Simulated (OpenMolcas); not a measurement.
A calculation on Rb.

```json
{
  "Program": "OpenMolcas",
  "Method": "CASSCF",
  "Basis": "ANO-RCC-VQZP [8s7p4d2f1g]",
  "Scalar Hamiltonian": "DKH2, point nucleus",
  "Active space": "1 electron in 9 orbitals (4d 5s 5p)",
  "State averaging": "2S+1 = 2 even, 1 root; 2S+1 = 2 odd, 3 roots",
  "Spin-orbit coupling": "state interaction with AMFI integrals over the reference wave functions, term energies averaged over their components"
}
```

**Question.** Which level of the active space comes out lowest?

**Answer.** 5s 2S 1/2, with 100 % of that term; it is also the measured ground level.

**Question.** How high does 5p 2P* 1/2 lie?

**Answer.** 10738 cm-1 above the lowest level; measured 12579 cm-1 above the ground level, so the calculation is off by -15 %.

**Question.** How high does 5p 2P* 3/2 lie?

**Answer.** 10873 cm-1 above the lowest level; measured 12817 cm-1 above the ground level, so the calculation is off by -15 %.

Measured values: NIST Handbook of Basic Atomic Spectroscopic Data.

ANO sets are built for ground and valence states and can reach diffuse excited orbitals poorly. With one active electron the reference holds no correlation, so core polarisation is missing. No level of 4d was computed, though it lies in the active space. Measured partners are found by configuration, term and J. A level has none where our copy of the source lacks it or the pairing is in doubt (some pairs that miss far off the trend of their configuration count as doubtful), and it then counts in no deviation. Levels of configurations outside the active space are missing.

* marks odd parity.
